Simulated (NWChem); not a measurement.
System meant: C₂H₄CuNO; SMILES C[N+]#[C-]->[Cu][OH]

The following NWChem deck was run.

```
start job
memory heap 200 mb stack 900 mb global 1100 mb
geometry units angstroms noautoz
  Cu     0.720450    -0.207782    -0.604161
  O      2.052341    -0.578899    -1.721372
  H      2.447270     0.205583    -2.112937
  C     -2.578760     0.595647     2.161075
  N     -1.519600     0.332609     1.276171
  C     -0.640396     0.110327     0.539638
  H     -2.657041     1.677544     2.343081
  H     -2.405338     0.085431     3.120033
  H     -3.526705     0.237336     1.733218
end
basis spherical
  * library def2-svp
end
dft
  xc xpbe96 cpbe96
  iterations 4
  mulliken
end
task dft energy
```

End of the output:

```
    Atom       Charge   Shell Charges
 -----------   ------   -------------------------------------------------------
    1 Cu  29    28.71   2.00  2.00  1.96  0.55  0.22  5.99  5.90  0.73  7.22  2.13  0.00
    2 O    8     8.28   1.97  0.89  0.65  2.62  2.13  0.01
    3 H    1     0.97   0.59  0.20  0.19
    4 C    6     6.04   1.96  0.58  0.29  1.95  1.15  0.11
    5 N    7     7.12   1.97  0.74  0.39  2.41  1.57  0.05
    6 C    6     6.03   1.97  0.71  0.44  1.68  1.09  0.14
    7 H    1     0.95   0.64  0.24  0.07
    8 H    1     0.95   0.64  0.24  0.07
    9 H    1     0.95   0.64  0.24  0.07

 center of mass
 --------------
 x =  -0.01343704 y =  -0.20104921 z =   0.00015911

 moments of inertia (a.u.)
 ------------------
        1558.283694204717          -0.000000000001          -0.000000000000
          -0.000000000001          14.117840708700          -0.000000000000
          -0.000000000000          -0.000000000000        1560.869829669614

     Multipole analysis of the density
     ---------------------------------

     L   x y z        total         alpha         beta         nuclear
     -   - - -        -----         -----         ----         -------
     0   0 0 0     -0.000000    -30.000000    -30.000000     60.000000

     1   1 0 0      0.442150      0.221075      0.221075     -0.000000
     1   0 1 0      1.139743      0.569871      0.569871     -0.000000
     1   0 0 1      0.002244      0.001122      0.001122      0.000000

     2   2 0 0    -26.422058    -17.311868    -17.311868      8.201679
     2   1 1 0     -2.922156      0.703054      0.703054     -4.328263
     2   1 0 1     -0.000909      0.000433      0.000433     -0.001774
     2   0 2 0    -25.775250   -445.926210   -445.926210    866.077171
     2   0 1 1      0.004283      0.017082      0.017082     -0.029880
     2   0 0 2    -27.711324    -16.716088    -16.716088      5.720852

 ------------------------------------------------------------------------
 dft energy failed                                                                                  0
 ------------------------------------------------------------------------
 ------------------------------------------------------------------------
  current input line :
    22: task dft energy
 ------------------------------------------------------------------------
 ------------------------------------------------------------------------
 This type of error is most commonly associated with calculations not reaching convergence criteria
 ------------------------------------------------------------------------
 For more information see the NWChem manual at https://nwchemgit.github.io

0:dft energy failed:Received an Error in Communication
```

**Question.** Can this run be used? If not, why, and what is the fix?

**Answer.** The run did not converge; its last values are not results. Cause: the SCF was allowed too few iterations. This input runs:
```
start job
memory heap 200 mb stack 900 mb global 1100 mb
geometry units angstroms noautoz
  Cu     0.720450    -0.207782    -0.604161
  O      2.052341    -0.578899    -1.721372
  H      2.447270     0.205583    -2.112937
  C     -2.578760     0.595647     2.161075
  N     -1.519600     0.332609     1.276171
  C     -0.640396     0.110327     0.539638
  H     -2.657041     1.677544     2.343081
  H     -2.405338     0.085431     3.120033
  H     -3.526705     0.237336     1.733218
end
basis spherical
  * library def2-svp
end
dft
  xc xpbe96 cpbe96
  iterations 150
  mulliken
end
task dft energy
```
It converges to -1848.23148 Ha (PBE/def2-SVP).
